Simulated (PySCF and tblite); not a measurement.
C7H11N, numbered as in [N:1]#[C:2][CH:3]1[CH2:4][CH2:5][CH2:6][CH2:7][CH2:8]1.

Search: ETKDG and KDG, MMFF94s, GFN2-xTB, 90 starts; geometries at PBE0-D3(BJ)/def2-SVP. Free energies are CAM-B3LYP-D3(BJ)/def2-SVPD (IEF-PCM, chloroform) single points with GFN2-xTB rigid-rotor and vibrational terms (modes under about 100 cm⁻¹ blended into free rotors). Symmetry numbers and mirror images are counted. Conformers within 3 kcal/mol (GFN2-xTB free energy) were kept, 8 at most. GIAO shieldings: PBE0/pcSseg-1 (IEF-PCM, chloroform). Shifts are against TMS (¹H), TMS (¹³C), NH3 (¹⁵N) at the same level; of two unlike H on one atom, a is the less shielded. Codes: tblite and PySCF.

(1) Predict the averaged NMR shifts at 298.15 K.

(2) How do the conformers differ?

(3) Which signal moves most, for its nucleus, between 200 and 400 K through the change of populations alone?

Unscaled ¹⁵N shifts at such levels can be off by tens of ppm; differences between conformers or isomers are more reliable. Shifts are unscaled: against experiment ¹³C can be off by 15 ppm or more and ¹H by 0.8 ppm.

Answers

(1) ¹H: 2.36 (H3, 1H), 1.71 (H4a/H8a, 2H), 1.65 (H5a/H7a, 2H), 1.50 (H4b/H8b, 2H), 1.40 (H6a, 1H), 1.33 (H6b, 1H), 1.30 (H5b/H7b, 2H) ppm. ¹³C: 132.7 (C2), 32.1 (C4/C8), 29.1 (C3), 27.9 (C6), 26.9 (C5/C7) ppm. ¹⁵N: 287.8 (N1) ppm.

(2) The 6-ring runs over atoms 3–4–5–6–7–8.
```
conformer                                       shape  weight %
        1  6-ring chair (all substituents equatorial)      64.1
        2                     6-ring chair (C2 axial)      35.9
```

| signal | 1 | 2 | average |
| --- | --- | --- | --- |
| H3 | 2.16 | 2.72 | 2.36 |
| H4a/H8a | 1.87 | 1.44 | 1.71 |
| H4b/H8b | 1.32 | 1.81 | 1.50 |
| H5a/H7a | 1.68 | 1.61 | 1.65 |
| H5b/H7b | 1.18 | 1.53 | 1.30 |
| H6a | 1.54 | 1.16 | 1.40 |
| H6b | 1.14 | 1.66 | 1.33 |
| C2 | 132.9 | 132.4 | 132.7 |
| C3 | 29.3 | 28.6 | 29.1 |
| C4/C8 | 32.3 | 31.7 | 32.1 |
| C5/C7 | 27.9 | 25.1 | 26.9 |
| C6 | 27.6 | 28.4 | 27.9 |
| N1 | 286.1 | 290.8 | 287.8 |

(3) H3: 2.34 ppm at 200 K, 2.35 ppm at 250 K, 2.36 ppm at 298.15 K, 2.37 ppm at 350 K, 2.37 ppm at 400 K.


¹⁵N shifts are against a computed isolated NH3 molecule, about 20 ppm from the liquid.